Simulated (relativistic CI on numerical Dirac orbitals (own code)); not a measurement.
**Fe⁺ in a cubic cluster: L2,3 absorption with charge transfer**

Computed with a charge-transfer multiplet model of a cubic metal-ligand cluster with up to 3 ligand holes, Slater and spin-orbit integrals from Dirac-Coulomb-Breit ions, Slater integrals scaled by 0.8. The ground state mixes d7 with configurations of k ligand holes L, whose averages lie at kΔ + k(k − 1)U_dd/2; a core hole lowers each added d electron by U_cd. 20 K, Lorentzian 0.4 eV and Gaussian 0.3 eV FWHM.

Atomic integrals in eV (Slater integrals scaled, ζ unscaled), ground: F2dd 7.751, F4dd 4.773, zeta_d 0.042; with the core hole: F2dd 8.441, F4dd 5.207, zeta_d 0.059, zeta_core 8.141, F2cd 4.939, G1cd 3.627, G3cd 2.059.

Cluster parameters (eV): Δ = 8.9, U_dd = 5.4, 10Dq = 0.6, 10Dq(ligand) = 1.6, V(eg) = 2.15, V(t2g) = -1.06, final-state hopping factor = 1.

```csv
Case,n_d,d7,d8L,d9L2,d10L3,S
U_cd = 4.3 eV,7.09,0.91,0.09,0.00,0.00,1.50
U_cd = 6.1 eV,7.09,0.91,0.09,0.00,0.00,1.50
U_cd = 6.7 eV,7.09,0.91,0.09,0.00,0.00,1.50
U_cd = 7.3 eV,7.09,0.91,0.09,0.00,0.00,1.50
U_cd = 7.9 eV,7.09,0.91,0.09,0.00,0.00,1.50
```

Weights, n_d and S are thermal averages at 20 K. Photon energies count from the first peak over 30 % of the highest in each spectrum, which can be another peak from case to case. The parameters are a model scan and need not match a compound or its usual spin state. Peaks in eV (height, largest 100):
- U_cd = 4.3 eV: 0.0 (58), 0.9 (100), 1.5 (95), 2.5 (97), 14.6 (35), 15.9 (6)
- U_cd = 6.1 eV: 0.0 (60), 1.0 (100), 1.6 (95), 2.5 (100), 14.7 (34)
- U_cd = 6.7 eV: 0.0 (60), 1.0 (97), 1.5 (93), 2.5 (100), 14.6 (32)
- U_cd = 7.3 eV: 0.0 (60), 1.0 (97), 1.6 (92), 2.5 (100), 14.7 (32)
- U_cd = 7.9 eV: 0.0 (60), 1.0 (95), 1.5 (91), 2.5 (100), 14.6 (30)

Curve for U_cd = 6.1 eV (points under 2 left out, the grid thinned):

E (eV), Intensity and a bar:
```
     -1.9        2.0 
     -1.6        2.6 
     -1.4        3.1 
     -1.1        4.3 #
     -0.8        6.8 ##
     -0.5       13.5 ####
     -0.3       26.6 ########
      0.0       59.6 ##################
      0.3       43.8 #############
      0.5       44.0 #############
      0.8       85.6 ##########################
      1.1       97.5 ##############################
      1.3       88.8 ###########################
      1.6       94.8 #############################
      1.9       65.6 ####################
      2.2       63.4 ###################
      2.4       89.7 ############################
      2.7       87.9 ###########################
      3.0       50.2 ###############
      3.2       37.7 ###########
      3.5       25.9 ########
      3.8       17.1 #####
      4.1       12.9 ###
      4.3       11.0 ###
      4.6        8.7 ##
      4.9        6.7 #
      5.1        5.2 #
      5.4        2.9 
     12.9        2.2 
     13.1        3.0 
     13.4        5.3 #
     13.7       13.2 ####
     14.0       22.9 #######
     14.2       24.4 #######
     14.5       32.5 ##########
     14.8       33.3 ##########
     15.0       28.7 ########
     15.3       16.7 #####
     15.6        7.6 ##
     15.8        6.3 #
     16.1        5.9 #
     16.4        4.8 #
     16.7        2.8 
     16.9        2.4 
     17.2        2.0
```

For the case U_cd = 6.1 eV, Δ = 8.9 eV is larger than U_dd = 5.4 eV, the Mott-Hubbard side of the Zaanen-Sawatzky-Allen scheme. With the core hole the configuration with one ligand hole lies at Δ + U_dd − U_cd = 10.0, 8.2, 7.6, 7.0, 6.4 eV from the one without, in the order of the table; where this is negative the screened configuration lies lower.
